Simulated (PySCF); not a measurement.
This script is equivalent to a calculation on Ne⁺ (neon, charge +1).

```python
from pyscf import gto, scf, dft, mp, cc
import basis_set_exchange as bse
mol = gto.M(atom="Ne 0 0 0", charge=1, spin=1, symmetry="D2h",
            basis=gto.basis.parse(bse.get_basis("aug-cc-pVDZ", elements=["Ne"], fmt="nwchem", header=False)))
mf = dft.UKS(mol, xc="R2SCAN")
mf.irrep_nelec = {'Ag': (2, 2), 'B1u': (1, 1), 'B2u': (1, 1), 'B3u': (1, 0)}
mf.kernel()
```

Task: What total energy does it give?

Result: -128.087 hartree (calculated).

Task: Which occupied shell lies highest, and where?

Result: 2p β, at -32.108 eV.

Task: What is ⟨S²⟩, and what would a pure spin state give?

Result: 0.751, against 0.75.
